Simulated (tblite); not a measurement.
Species: C₇H₉O₂P.
Geometry (GFN2-xTB, Å), atoms numbered from 1 in this order:
```xyz
19
C7H9O2P angstrom
C     -3.802    0.166    1.371
C     -2.860   -0.165    0.710
C     -1.721   -0.548   -0.086
P     -0.135   -0.522    0.903
C      0.316    1.238    0.859
C     -0.542    2.244    0.792
C      0.954   -1.065   -0.490
O      0.597   -1.740   -1.419
O      2.202   -0.673   -0.258
C      3.190   -1.094   -1.194
H     -4.633    0.451    1.944
H     -1.617    0.113   -0.953
H     -1.842   -1.578   -0.438
H      1.378    1.411    0.983
H     -0.209    3.269    0.824
H     -1.605    2.088    0.711
H      2.960   -0.701   -2.187
H      3.220   -2.184   -1.244
H      4.138   -0.700   -0.836
```

All values are computed: GFN2-xTB (tblite) harmonic vibrations without scaling, gas phase. Errors from tens to a few hundred cm⁻¹ against measured bands are possible. One conformer, not necessarily the lowest.

Harmonic wavenumbers (cm⁻¹): 36.0, 47.1, 53.1, 86.2, 89.5, 139.2, 156.5, 195.8, 228.7, 237.4, 295.1, 321.2, 355.7, 383.4, 481.1, 538.6, 620.1, 634.5, 642.7, 695.0, 746.5, 796.4, 811.9, 891.6, 979.6, 1003.1, 1003.9, 1009.2, 1093.5, 1115.7, 1117.9, 1152.7, 1179.6, 1233.4, 1381.6, 1383.7, 1398.9, 1440.5, 1459.8, 1648.3, 1749.2, 2286.0, 2915.0, 2935.9, 2982.2, 2993.2, 3034.0, 3046.8, 3086.6, 3116.2, 3398.9.

A = 2283, B = 686.2, C = 573.1 MHz; mass 156.034 u (most abundant isotopes); point group C1, symmetry number 1.

**Question.** What is the zero-point energy?

**Answer.** Half the sum of the wavenumbers: 30314 cm⁻¹ = 362.64 kJ/mol.

**Question.** Entropy at 400 K, 1 bar (ideal gas, RRHO, classical rotation)?

**Answer.** Translation 177.95, rotation 130.27, vibration 232.37: S = 540.6 J/(mol K).

**Question.** And Cp and H(400 K) − H(0)?

**Answer.** Cp = 230.39 J/(mol K), of which vibrations give 197.13 (their classical limit is 51 R = 424.0); H(400 K) − H(0) = 57.79 kJ/mol without the zero-point energy, 44.48 from vibrations.

**Question.** How do the functions run with temperature in this model?

**Answer.** 
```tsv
T (K)	S (J/(mol K))	Cp (J/(mol K))	H − H(0) (kJ/mol)	G − H(0) (kJ/mol)	ln q(vib)
100	325.6	102.2	6.90	-25.66	3.33
200	411.3	149.1	19.54	-62.72	7.42
300	479.9	192.0	36.61	-107.37	11.13
500	595.5	262.1	82.47	-215.30	17.83
800	734.2	327.1	171.74	-415.62	26.64
1000	810.4	355.3	240.13	-570.26	31.85
```

q(vib) and H(0) count from the zero-point level.

**Question.** What must be added to the electronic energy to get the Gibbs energy at 400 K and 1 bar?

**Answer.** ZPE + [H(400 K) − H(0)] − T·S = 362.64 + 57.79 − 216.24 = 204.19 kJ/mol.

Hindered rotation and anharmonicity are outside this model. Other conformers, if any are populated, would add a mixing term that is left out. The structure is chiral; the term R ln 2 for an equal mix with its mirror image is left out.
